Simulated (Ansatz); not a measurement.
A single point on C8H18F2Sn, SMILES `C[C](C)(C)[Sn]([F])([F])[C](C)(C)C`.

```yaml
crystal:
  periodic: [false, false, false]
  atoms:
    - {symbol: C, position_ang: [-1.826168, -1.862426, -0.366352]}
    - {symbol: C, position_ang: [-1.946833, -0.363939, -0.127642]}
    - {symbol: C, position_ang: [-2.260829, -0.066023, 1.331638]}
    - {symbol: C, position_ang: [-3.001798, 0.244289, -1.041240]}
    - {symbol: Sn, position_ang: [-0.070098, 0.578928, -0.647932]}
    - {symbol: F, position_ang: [-0.431180, 2.478189, -0.538428]}
    - {symbol: F, position_ang: [0.104298, 0.287166, -2.554215]}
    - {symbol: C, position_ang: [1.940730, 0.367369, 0.122569]}
    - {symbol: C, position_ang: [1.947327, 0.766703, 1.591405]}
    - {symbol: C, position_ang: [2.816028, 1.306680, -0.695437]}
    - {symbol: C, position_ang: [2.388127, -1.076795, -0.053676]}
    - {symbol: H, position_ang: [-2.788199, -2.345158, -0.151175]}
    - {symbol: H, position_ang: [-1.078559, -2.327399, 0.282886]}
    - {symbol: H, position_ang: [-1.569066, -2.091775, -1.403466]}
    - {symbol: H, position_ang: [-1.521230, -0.498031, 2.012072]}
    - {symbol: H, position_ang: [-2.319387, 1.007754, 1.526566]}
    - {symbol: H, position_ang: [-3.234391, -0.501052, 1.591887]}
    - {symbol: H, position_ang: [-2.784438, 0.056998, -2.095376]}
    - {symbol: H, position_ang: [-3.977996, -0.204557, -0.815547]}
    - {symbol: H, position_ang: [-3.089924, 1.323840, -0.899011]}
    - {symbol: H, position_ang: [2.972024, 0.709797, 1.980744]}
    - {symbol: H, position_ang: [1.597417, 1.791592, 1.737969]}
    - {symbol: H, position_ang: [1.330875, 0.103137, 2.204842]}
    - {symbol: H, position_ang: [2.809090, 1.048461, -1.756898]}
    - {symbol: H, position_ang: [3.852427, 1.236728, -0.339979]}
    - {symbol: H, position_ang: [2.499298, 2.347583, -0.596798]}
    - {symbol: H, position_ang: [3.424448, -1.182854, 0.292159]}
    - {symbol: H, position_ang: [1.779589, -1.774128, 0.529444]}
    - {symbol: H, position_ang: [2.358717, -1.389374, -1.100507]}
basis:
  gaussian: {orbitals: def2-TZVPP}
hamiltonian: {xc: pbe}
correlation: {method: rpa}
```

```sh
$ ansatz run in.yaml --threads 11 --pin off --events-out ev --progress --plain --max-ram 174080MiB --backend cuda --devices 0, --max-vram 75GiB
```

Shortened log:

```
Functional definition: PBE
3770 factors; integrals over basis functions are off by at most 1.0e-3 eV
mean field evaluation 1: about -19803.1174 eV, gradient 1.4e2 eV
mean field evaluation 2: about -19803.0985 eV, gradient 1.4e2 eV
mean field evaluation 4: about -19844.2659 eV, gradient 2.8e1 eV
mean field evaluation 8: about -19845.8742 eV, gradient 9.7e-1 eV
mean field evaluation 16: about -19845.8761 eV, gradient 8.0e-4 eV
mean field -19845.87607671 eV, -729.3224938011 hartree, gradient 3.2e-6 eV, S^2 0.000000; 0 other end points of the search recorded, 0 dependent functions left out
14 core orbitals not correlated: weight in the atoms' cores, before any rotation towards them, 1.000 or more for the frozen orbitals, at most 0.000 for the correlated occupied ones
reference -19749.89549564 eV, -725.7952725048 hartree; 39, 39 occupied and 559, 559 virtual orbitals, 3770 factors
Total energy: -19847.49711276 eV, -729.3820657773 hartree
```

It took 7 s on 11 threads of an AMD EPYC 7R13 on a shared host and a whole NVIDIA H100 80 GB, with 3.9 GiB of host memory at the peak.
